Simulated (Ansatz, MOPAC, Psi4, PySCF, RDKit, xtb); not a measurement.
Noncovalent pair: C2H6 (SMILES CC) (first 8 atoms) with C2H6O (SMILES COC); geometry from B3LYP-D3(BJ)/def2-TZVP, rigid monomers moved along the line of their centres of mass till H5···O10 is 2.33 Å.
(charge 0, multiplicity 1):
```xyz
17

C     -0.324     0.762     0.030
C      0.173    -0.680    -0.035
H     -1.385     0.826    -0.221
H      0.218     1.397    -0.674
H     -0.189     1.175     1.030
H     -0.375    -1.320     0.660
H      1.231    -0.746     0.224
H      0.051    -1.103    -1.035
C      1.169    -0.338     3.441
O      0.094     0.557     3.261
C     -1.160    -0.059     3.448
H      1.117    -1.174     2.733
H      1.184    -0.745     4.461
H      2.089     0.218     3.267
H     -1.313    -0.882     2.738
H     -1.924     0.699     3.283
H     -1.263    -0.456     4.467
```

| level | interaction energy (kJ/mol) | cost |
|---|---|---|
| MMFF94 | 3.9 | - |
| UFF | -0.2 | - |
| GFN-FF | -4.7 | - |
| AM1 | 0.6 | - |
| PM3 | 1.7 | - |
| PM6 | -2.1 | - |
| PM7 | -4.3 | - |
| GFN1-xTB | -4.2 | - |
| GFN2-xTB | -3.7 | - |
| HF/STO-3G (no counterpoise) | 5.0 | - |
| HF/3-21G (no counterpoise) | -3.8 | - |
| HF/6-31G* | 10.8 | - |
| HF/6-31G* (no counterpoise) | 6.7 | - |
| HF/aug-cc-pVDZ | 11.3 | - |
| PBE/def2-TZVPPD | 2.8 | ×1 |
| PBE-D3(BJ)/def2-TZVPPD | -5.3 | ×1 |
| PBE-D4/def2-TZVPPD | -5.2 | ×1 |
| BP86/6-31G* (no counterpoise) | 3.2 | - |
| r2SCAN/def2-TZVPPD | -0.9 | ×1 |
| r2SCAN-D3(BJ)/def2-TZVPPD | -4.4 | ×1 |
| r2SCAN-D4/def2-TZVPPD | -4.0 | ×1 |
| B3LYP/3-21G (no counterpoise) | -11.6 | - |
| B3LYP/6-31G* | 7.3 | - |
| B3LYP/6-31G* (no counterpoise) | 0.5 | - |
| B3LYP/def2-TZVPPD | 7.1 | ×1 |
| B3LYP-D3(BJ)/def2-TZVPPD | -5.1 | ×1 |
| B3LYP-D4/def2-TZVPPD | -4.6 | ×1 |
| PBE0/def2-TZVPPD | 2.8 | ×2 |
| PBE0-D3(BJ)/def2-TZVPPD | -4.8 | ×2 |
| PBE0-D4/def2-TZVPPD | -4.6 | ×2 |
| M06-2X/6-31G* (no counterpoise) | -10.3 | - |
| wB97X-V/def2-TZVPPD | -4.5 | ×3 |
| wB97M-V/def2-TZVPPD | -4.7 | ×3 |
| MP2/6-31G* | 3.7 | - |
| MP2/6-31G* (no counterpoise) | -5.4 | - |
| MP2/aug-cc-pVDZ | -2.8 | ×1 |
| SCS-MP2/aug-cc-pVDZ | 0.7 | - |
| SAPT0/jun-cc-pV(D+d)Z | -1.2 | - |

The rows run from -11.6 (B3LYP/3-21G (no counterpoise)) to 11.3 kJ/mol (HF/aug-cc-pVDZ). The dispersion term adds -8.1 in PBE-D3(BJ), -8.0 in PBE-D4, -3.5 in r2SCAN-D3(BJ). The 6 functionals in def2-TZVPPD without D3 or D4 span 11.8, from wB97M-V to B3LYP.

Interaction energies are E(AB) − E(A) − E(B) at the monomers' geometry in the complex; basis-set methods are counterpoise corrected. Rows marked so take none. RDKit's UFF carries no charges.

Correlated levels freeze the cores. Rows in 3-21G, 6-31G*, STO-3G carry no dispersion term and start afresh at each structure (6-31G* with six Cartesian d functions). MP2/6-31G* freezes PySCF's default core. The state that AM1, PM3, PM6, PM7 reach isn't checked; PM7 holds dispersion and hydrogen-bond terms.

The values were computed with Ansatz (a first-principles code) with Gaussian orbitals; MOPAC for AM1, PM3, PM6, PM7 (differences of heats of formation); Psi4 for SAPT; PySCF for 3-21G rows, 6-31G* rows, STO-3G rows, the dispersion terms; RDKit for the force fields; xtb for the GFN methods. Values without a source in brackets are computed.

Costs are rough ratios of core time to PBE/def2-TZVPPD (about 20 s over the structures, on one shared machine); a dash marks a level with no comparable run of its own.
